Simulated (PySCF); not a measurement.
Ge(H)(F)2(OMe) (CH4F2GeO), SMILES [F][GeH]([F])[O]C.

Geometry: B3LYP-D3(BJ)/def2-SVP. This is a generated structure with no PubChem entry under its InChIKey; it may be hypothetical. The values are those of a single conformer.

Calculation: ωB97X/def2-TZVP run with PySCF.

Symmetry labels are those of the subgroup Cs that the program uses (full group Cs).

Computed valence orbital energies around the gap with their symmetry:
| orbital | symmetry | energy (eV) |
|---|---|---|
| HOMO−7 | A" | -15.35 |
| HOMO−6 | A' | -14.96 |
| HOMO−5 | A' | -14.61 |
| HOMO−4 | A" | -14.29 |
| HOMO−3 | A" | -14.04 |
| HOMO−2 | A' | -13.43 |
| HOMO−1 | A' | -11.91 |
| HOMO | A" | -11.32 |
| LUMO | A' | 2.13 |
| LUMO+1 | A" | 2.83 |
| LUMO+2 | A' | 3.00 |
| LUMO+3 | A' | 3.70 |
